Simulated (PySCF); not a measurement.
(KSH)4 cube, H4K4S4.
Bonds: K1–S2, K1–S4, K1–S6, S2–K3, S2–K7, K3–S4, K3–S8, S4–K5, K5–S6, K5–S8, S6–K7, K7–S8. Hydrogens: H9 on S2; H10 on S4; H11 on S6; H12 on S8.

Computed by this run: PBE0-D3(BJ)/def2-SVP geometry optimisation, gas phase (PySCF); density fitting, grid level 1; the optimiser is geomeTRIC in internal coordinates, started from a GFN2-xTB structure with every atom displaced at random (about 0.03 Å).

Geometry at step 10:
```
atom  x, y, z in Å
K1      1.9953    1.4630    0.9063
S2     -0.5072    2.5301   -0.5543
K3     -0.1826    0.3121   -2.6583
S4      2.2868   -0.7708   -1.1466
K5      0.4669   -2.5707    0.5624
S6      0.1988   -0.2891    2.6480
K7     -2.2816    0.7253    1.1714
S8     -1.9590   -1.4875   -0.9539
H9     -0.7184    3.8367   -0.7994
H10     3.4625   -1.1355   -1.6794
H11     0.3082   -0.4354    3.9821
H12    -2.9541   -2.2609   -1.4273
```

Question: What forces act on the atoms?

Answer: 
```tsv
atom	Fx (eV/Å)	Fy (eV/Å)	Fz (eV/Å)
K1	0.023	0.083	0.030
S2	0.007	-0.005	0.015
K3	0.038	0.020	-0.029
S4	-0.168	-0.029	0.012
K5	0.036	-0.003	0.039
S6	0.049	-0.056	0.006
K7	-0.047	0.012	-0.006
S8	-0.043	0.024	0.001
H9	0.001	0.005	-0.006
H10	0.114	-0.041	-0.061
H11	-0.002	-0.010	-0.008
H12	-0.007	0.000	0.007
```

The largest, 0.17 eV/Å, acts on S4; the rms over all components is 0.045 eV/Å. The forces sum to zero within rounding, as they must for an isolated molecule in no field.

Question: Give the force on S4 in Eh/bohr and in nN.

Answer: 0.171 eV/Å ÷ 51.422 = 0.00333 Eh/bohr, and 0.171 eV/Å × 1.602 = 0.27 nN.

Question: How far is this geometry from the end of the optimisation?

Answer: 0.032 eV above it, and 0.044 Å rms away after alignment. The bonds farthest from their final lengths, with half the difference of the two atoms' forces along the bond (positive lengthens):

```
 bond  now (Å)  final (Å)  force along bond (eV/Å)
K5–S6    3.103      3.073                    -0.03
K1–S4    3.048      3.075                    +0.04
S6–K7    3.060      3.081                    +0.05
K3–S4    3.091      3.071                    -0.06
K3–S8    3.050      3.066                    +0.03
K5–S8    3.059      3.075                    +0.05
```

The angle farthest from its final value is S4–K1–S6, 91.1° against 88.9°.

Of the 6 listed bonds off by 0.010 Å or more, this force points towards the final length in 6.

The cost below is that of the whole optimisation. The run took 6.1 min of wall time on an AMD EPYC 9R14 with one thread, shared host with 96 logical CPUs at a one-minute load of 4.3, and the process peaked at 1.1 GiB of memory.
